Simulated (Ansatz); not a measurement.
`O[SiH2]S[SiH2]F`, relaxed with RKS PBE0-D4/def2-TZVP in the Gaussian-basis code of Ansatz from a PBE-D4/def2-SVP geometry. The force threshold is 0.005 eV/Å; the program also tests the step.

Charge 0, multiplicity 1.

Start:

```xyz
10

O    -2.078    0.650    0.294
Si   -0.593    1.312   -0.111
S     1.065    0.448    1.001
Si    1.170   -1.424   -0.044
F     2.077   -1.288   -1.403
H    -2.347    0.757    1.223
H    -0.443    1.036   -1.573
H    -0.503    2.777    0.210
H     1.848   -2.397    0.869
H    -0.197   -1.871   -0.466
```

```tsv
step	energy (eV)	largest force (eV/Å)	largest move (Å)
1	-31428.4343	1.187	0.000
2	-31428.4982	0.689	0.048
3	-31428.5152	0.149	0.022
4	-31428.5168	0.044	0.017
5	-31428.5173	0.036	0.006
6	-31428.5178	0.032	0.013
7	-31428.5180	0.016	0.016
8	-31428.5181	0.013	0.009
9	-31428.5181	0.012	0.018
10	-31428.5182	0.007	0.008
11	-31428.5182	0.005	0.006
```

End:

```xyz
10

O    -2.051    0.682    0.330
Si   -0.597    1.293   -0.114
S     1.035    0.441    0.985
Si    1.162   -1.402   -0.053
F     2.105   -1.265   -1.334
H    -2.299    0.734    1.254
H    -0.470    0.985   -1.553
H    -0.496    2.746    0.162
H     1.783   -2.387    0.857
H    -0.171   -1.827   -0.535
```

It took 41 s on 4 threads of an Arm Neoverse V1 on a shared host, with 0.58 GiB of host memory at the peak.
